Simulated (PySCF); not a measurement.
**Dipole response of He (helium, neutral)**

1s1 2s1, high-spin 3S determinant (an excited configuration). Calculation: PySCF 2.14, in aug-cc-pVTZ with one added diffuse shell each of s, p, d type (5s4p3d, 32 functions); the non-relativistic Hamiltonian (point nucleus). Coupled (time-dependent) response in atomic units; α is the mean over directions.

```tsv
method	mean α (bohr³)	C₆ (like pair)	S(−4)
UHF	255.7	2324	120700
```

S(−4) is the Cauchy moment in α(ω) = α(0) + S(−4) ω² + …

α(iu) at UHF:

| u (hartree) | α(iu) (bohr³) |
| --- | --- |
| 0 | 255.7 |
| 0.0500 | 119.2 |
| 0.100 | 48.75 |
| 0.200 | 17.05 |
| 0.300 | 9.167 |
| 0.500 | 4.067 |
| 0.750 | 2.072 |
| 1.00 | 1.278 |
| 1.50 | 0.6472 |
| 2.00 | 0.3980 |
| 3.00 | 0.1971 |
| 5.00 | 0.07798 |

A single London oscillator, α(iu) = α/(1 + u²/ω²), gives C₆ = (3/4) ω α². Matching the computed C₆ needs ω = 4 × 2324 / (3 × 255.7²) = 0.0474 hartree.

The outer electron is Rydberg-like, and this basis confines it to a smaller radius and binds it less than a complete one would.
